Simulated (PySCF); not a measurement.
# Working with the constants of SnN

ROHF-CCSD(T) constants of SnN, ²Π (doublet), unpaired electrons π ↑ (PySCF, spin-free X2C with a Gaussian nucleus, basis sets Sn x2c-SVPall, N x2c-SVPall; masses 119.9022 and 14.0031 u):

- ωe: 631.5 cm⁻¹
- ωexe: 4.81 cm⁻¹
- Be: 0.33374 cm⁻¹
- αe: 0.00284 cm⁻¹
- D (centrifugal): 3.73e-07 cm⁻¹
- De to Sn + N: 1.89 eV

(1) Give the vibrational terms G(v) and spacings up to v = 6.

(2) How well does the Morse estimate ωe²/(4ωexe) reproduce De, and what is D0?

Correlated steps freeze 19 core orbitals. Correlated levels converge slowly with the basis: in double zeta they bind strong bonds too weakly, by up to about 1 eV, and carry superposition errors of some tenths. Spin–orbit coupling is left out, which matters for elements this heavy, above all for dissociation energies. The state was picked by a PBE0 search and need not be the measured ground state.

## Answers

(1) G(v) = ωe(v+½) − ωexe(v+½)².

| v | G(v) (cm⁻¹) | G(v) − G(v−1) | Bv (cm⁻¹) |
| --- | --- | --- | --- |
| 0 | 314.5 |  | 0.3323 |
| 1 | 936.4 | 621.9 | 0.3295 |
| 2 | 1548.7 | 612.3 | 0.3266 |
| 3 | 2151.3 | 602.6 | 0.3238 |
| 4 | 2744.3 | 593.0 | 0.3210 |
| 5 | 3327.7 | 583.4 | 0.3181 |
| 6 | 3901.5 | 573.8 | 0.3153 |

(2) It gives 2.57 eV, 136 % of the computed De. D0 = De − G(0) = 1.89 − 0.04 = 1.85 eV.
